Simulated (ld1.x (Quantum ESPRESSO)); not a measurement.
**How hard is this carbon (C) PAW potential?**

ld1.x (Quantum ESPRESSO) 7.5 input, shortened:

```
&input
   title='C', zed=6., rel=1, dft='PBE', iswitch=3,
   config='[He] 2s2 2p2 3d-2'
 /
 &inputp
   pseudotype=3, lpaw=.true., tm=.true., lloc=-1, rcloc=0.95,
   nlcc=.false.,
   which_augfun='PSQ', rmatch_augfun_nc=.true.
 /
6
2S  1  0   2.00   0.00  1.00  1.25  0.0
2S  1  0   0.00   0.05  1.00  1.25  0.0
2P  2  1   2.00   0.00  1.90  2.40  0.0
2P  2  1   0.00   0.25  1.90  2.40  0.0
3D  3  2  -2.00  -0.15  2.00  2.55  0.0
3D  3  2  -2.00   1.25  2.00  2.55  0.0
 &test
   configts(1)='2s2 2p2'
 /
```

The pseudo-atom Hamiltonian at the reference potential is diagonalised in spherical Bessel functions j_l(qr) that vanish at 20 bohr, with q² up to the cutoff. All-electron valence levels (Ry): 2s -1.0107, 2p -0.3885.

Task: How do the lowest levels (Ry) of each channel move with the cutoff, and are there ghosts?

Result:

| cutoff (Ry) | s #1 | p #1 | p #2 | d #1 | f #1 | Σ f·Δε (mRy) |
| --- | --- | --- | --- | --- | --- | --- |
| 8 | -1.0094 | -0.3769 | 0.0330 | 0.0727 | 0.1172 | 25.8 |
| 10 | -1.0102 | -0.3853 | 0.0325 | 0.0727 | 0.1172 | 7.5 |
| 12 | -1.0102 | -0.3879 | 0.0323 | 0.0727 | 0.1172 | 2.2 |
| 15 | -1.0103 | -0.3884 | 0.0322 | 0.0727 | 0.1172 | 1.1 |
| 18 | -1.0104 | -0.3884 | 0.0322 | 0.0727 | 0.1172 | 0.7 |
| 21 | -1.0105 | -0.3884 | 0.0322 | 0.0727 | 0.1172 | 0.4 |
| 25 | -1.0106 | -0.3885 | 0.0322 | 0.0727 | 0.1172 | 0.3 |
| 400 | -1.0107 | -0.3885 | 0.0322 | 0.0727 | 0.1172 | 0.0 |

Result: no extra level below or beside the all-electron valence levels (s, p, d, f tested); 10 mRy is reached at 10 Ry and 1 mRy at 18 Ry.
